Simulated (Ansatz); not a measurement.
Isolated molecules relaxed with PBE0-D4/def2-TZVP in Ansatz; ΔE leaves out vibrations. CCSD(T)/CBS adds triple-zeta CCSD(T) − MP2 to the extrapolated MP2 energy (def2 sets, frozen cores). This one scheme is used for every species. DFT in def2-TZVPP. Elements past krypton have def2 core potentials. For Ge, I outer-core shells are correlated without core-valence functions, which leaves a few kJ/mol of doubt a bond. Scalar relativity is left out up to krypton.

Consider the ligand exchange at a Ge–I bond: `[GeH3][I]` + H₂S → `[SH][GeH3]` + HI.

Is it downhill or uphill in electronic energy at CCSD(T)/CBS, and by how much? (An estimate is asked.)

Computed: Uphill: ΔE = +0.42 eV.

What do these levels give: LDA (SPW92), PBE-D4, r2SCAN-D4, r2SCANh-D4, CAM-B3LYP-D4, B2PLYP, PBE-QIDH, PBE0, r2SCAN0, BHLYP, CCSD(T)/def2-TZVPP, MP2/def2-QZVPP? (An estimate is asked.)

Computed: LDA (SPW92) 0.36, PBE-D4 0.38, r2SCAN-D4 0.40, r2SCANh-D4 0.41, CAM-B3LYP-D4 0.40, B2PLYP 0.41, PBE-QIDH 0.42, PBE0 0.41, r2SCAN0 0.42, BHLYP 0.43, CCSD(T)/def2-TZVPP 0.37, MP2/def2-QZVPP 0.45 eV.

Largest T1 diagnostic among the species: 0.011.

Leaving LDA and LC-ωPBE aside and taking each functional with its dispersion term where it has one, the values, not all of them listed here, spread over 0.11 eV, from B97M-V to BHLYP-D4. From BLYP to BHLYP (50 % exact exchange), in def2-TZVPP and without D4, ΔE moves by +0.04 eV. In def2-TZVPP, CCSD(T) changes the Hartree–Fock value by −0.10 eV (the triples alone add −0.01 eV) and MP2 by −0.06 eV.
